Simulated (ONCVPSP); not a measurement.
# Ni: excitation energies, all-electron against ONCV

* Element: nickel
* Generator: ONCVPSP 4.0.1
* Type: optimised norm-conserving Vanderbilt (ONCV)
* Functional: PBE
* Relativity: non-relativistic
* Frozen core: [Ne]
* Valence charge: 18
* Reference configuration: 3s2 3p6 3d7 (charge +3)
* Partial waves: 3s: rc 0.95 bohr, ncon 3, nbas 8, qcut 10.2 1/bohr, 2 projectors, debl 2.3 Ha; 3p: rc 1.10 bohr, ncon 3, nbas 6, qcut 13.3 1/bohr, 2 projectors, debl 0.5 Ha; 3d: rc 0.95 bohr, ncon 4, nbas 9, qcut 14.3 1/bohr, 3 projectors, debl 1 Ha
* Local potential: polynomial inside 0.60 bohr (lpopt 3, dvloc0 2 Ha)
* Core correction: Teter function, fcfact 4.5, rcfact 1.1

In the s channel the program set the typed energies aside and used -5.420, 0.250 Ha. In the p channel the program set the typed energies aside and used -4.040, 0.250 Ha. In the d channel the program set the typed energies aside and used -1.741, 0.250, 1.250 Ha.

Energies are relative to the spin-unpolarised reference configuration 3s2 3p6 3d7; without spin polarisation the order of configurations can differ from experiment.

```tsv
valence configuration	charge	ΔE all-electron (eV)	error AE − PS (meV)
3s2 3p6 3d8 4s2	0	-63.939	+1.6
3s2 3p6 3d8 4s1	+1	-54.788	+3.6
3s2 3p6 3d9 4s1	0	-65.917	+8.2
```

Problem. What are ΔE and the potential's error for 3s2 3p6 3d8?

Solution. ΔE = -37.717 eV all-electron; the error (AE − PS) is +7.7 meV.
